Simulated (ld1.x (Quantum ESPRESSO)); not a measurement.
## Before and after: TM semilocal potential for Bi

ld1.x (Quantum ESPRESSO) 7.5 input, shortened:

```
&input
   title='Bi', zed=83., rel=1, dft='REVPBE', iswitch=3,
   config='[Xe] 4f14 5d10 5f-2 6s2 6p2.5'
 /
 &inputp
   pseudotype=1, tm=.true., lloc=2,
   nlcc=.true., new_core_ps=.true.
 /
4
6S  1  0   2.00   0.00  1.40  1.40  0.0
6P  2  1   2.50   0.00  2.60  2.60  0.0
5F  4  3  -2.00  -0.05  2.05  2.05  0.0
5D  3  2  10.00   0.00  1.40  1.40  0.0
 &test
   configts(1)='5d10 6s2 6p2.5'
 /
```

All-electron outer shells of the reference configuration (revPBE, scalar-relativistic, ld1.x):

| shell | level (eV) | outermost node (bohr) | outermost maximum (bohr) |
| --- | --- | --- | --- |
| 4f | -156.42 | – | 0.34 |
| 5p | -99.70 | 0.48 | 0.86 |
| 5d | -30.92 | 0.51 | 1.03 |
| 6s | -18.08 | 0.98 | 1.86 |
| 6p | -7.80 | 1.14 | 2.41 |

Change: wave 5d (bound): rc 1.40 bohr becomes 5d (bound): rc 2.12 bohr.

Cutoffs: the cutoffs (Ry, on a coarse ladder) from which the occupation-weighted sum of valence levels, in a spherical-Bessel basis at the reference potential, stays within 10 and 1 mRy of its value at 400 Ry; they do not see the model core or the augmentation charge, which bear on the density cutoff. Errors are all-electron minus pseudo energies relative to the spin-unpolarised reference configuration.

Problem. Predict the effect on cutoff, ghosts and configuration errors.

Solution. The potential gets neither clearly harder nor softer (110 Ry and 180 Ry → 110 Ry and 180 Ry); of the 7 tests that both files solve, the error grows in 1 and shrinks in 1 by more than 15 % and 0.3 meV (median size 11.2 → 20.8 meV); the range in which the d phases agree narrows (upper end at the end of the scan → 0.5); neither file shows a bound ghost. A semilocal file is local in each channel, so a ghost entry of none says nothing of the separable form that plane-wave codes build from it.

| quantity | base | changed |
| --- | --- | --- |
| cutoff, loose | 110 Ry | 110 Ry |
| cutoff, tight | 180 Ry | 180 Ry |
| loose cutoff by channel (10 mRy a level) | s 90 Ry, p 8 Ry, d 45 Ry | s 90 Ry, p 8 Ry, d 40 Ry |
| bound ghosts | none | none |
| error for 5d10 6s2 6p3, meV [ΔE -3.06 eV] | +1.5 | +1.5 |
| error for 5d10 6s2 6p2, meV [ΔE 4.78 eV] | -2.1 | -2.1 |
| error for 5d10 6s2 6p1, meV [ΔE 19.92 eV] | -11 | -11 |
| error for 5d9 6s2 6p3, meV [ΔE 30.22 eV] | +6.5 | +21 |
| error for 5d10 6s2 6p0, meV [ΔE 43.13 eV] | -37 | -37 |
| error for 5d10 6s0 6p5, meV [ΔE 17.40 eV] | -90 | -95 |
| error for 5d9 6s2 6p4, meV [ΔE 21.16 eV] | -63 | -46 |
| s: phases at 2.86 bohr within 0.05 rad from the reference energy up to (Ry; the scan ends near 5) | -0.4 | -0.4 |
| p: phases at 2.86 bohr within 0.05 rad from the reference energy up to (Ry; the scan ends near 5) | 2.4 | 2.4 |
| d: phases at 2.86 bohr within 0.05 rad from the reference energy up to (Ry; the scan ends near 5) | to the end of the scan | 0.5 |
| f: phases at 2.86 bohr within 0.05 rad from the reference energy up to (Ry; the scan ends near 5) | 3.5 | 3.5 |
